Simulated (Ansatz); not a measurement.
Harmonic frequencies (cm⁻¹) at PBE0-D4/def2-TZVP from Ansatz: 372, 380, 546, 649, 668, 716, 751, 974, 1298, 1712, 2266, 2284.

**Question.** Which molecule is it?
A. `F[SiH]1C=N1`
B. `[Cl][Al]1[CH2][O]1`
C. `FC1=N[SiH2]1`
D. `C1[O][Zn][S]1`

**Answer.** C.
